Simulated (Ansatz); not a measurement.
Relaxation of H6OW (8 atoms, charge 0, multiplicity 1), to a largest force component of 0.03 eV/Å in at most 50 steps.

These are results of Ansatz 0.2.0, RKS r2SCAN-D4/def2-SVP, not measurements.

```xyz
8
Properties=species:S:1:pos:R:3
W -0.381 0.196 -0.576
O 0.801 0.061 2.305
H 0.389 -0.800 2.465
H 1.497 -0.151 1.640
H 0.396 1.703 -0.444
H -1.807 0.069 0.347
H 0.713 -1.084 -0.294
H -0.579 -0.276 -2.206
```

**Question.** Where does it end, and by what steps?

**Answer.** The run converged. After 7 steps the energy has fallen by 0.754 eV; O2 moved furthest, 0.67 Å. Joined: W1–O2 (3.12 → 2.21 Å).

```json
{"step": "0", "energy less start (eV)": "0.0000", "largest force component (eV/Å)": "1.121", "accepted": "yes"}
{"step": "1", "energy less start (eV)": "-0.1512", "largest force component (eV/Å)": "1.456", "accepted": "yes"}
{"step": "2", "energy less start (eV)": "-0.3306", "largest force component (eV/Å)": "1.865", "accepted": "yes"}
{"step": "3", "energy less start (eV)": "-0.5867", "largest force component (eV/Å)": "1.934", "accepted": "yes"}
{"step": "4", "energy less start (eV)": "-0.7005", "largest force component (eV/Å)": "0.845", "accepted": "yes"}
{"step": "5", "energy less start (eV)": "-0.7432", "largest force component (eV/Å)": "0.366", "accepted": "yes"}
{"step": "6", "energy less start (eV)": "-0.7525", "largest force component (eV/Å)": "0.058", "accepted": "yes"}
{"step": "7", "energy less start (eV)": "-0.7535", "largest force component (eV/Å)": "0.028", "accepted": "yes"}
```

```xyz
8
Properties=species:S:1:pos:R:3
W -0.327 0.241 -0.320
O 0.572 -0.018 1.677
H 0.315 -0.802 2.182
H 1.534 0.059 1.746
H 0.504 1.743 -0.286
H -1.803 0.092 0.545
H 0.641 -1.158 -0.413
H -0.408 -0.439 -1.894
```

Whether the end is a true minimum wasn't checked by a vibrational analysis.

The run took 52 s on 1 thread of Arm Neoverse V1, on a shared host, peak memory 0.15 GiB.
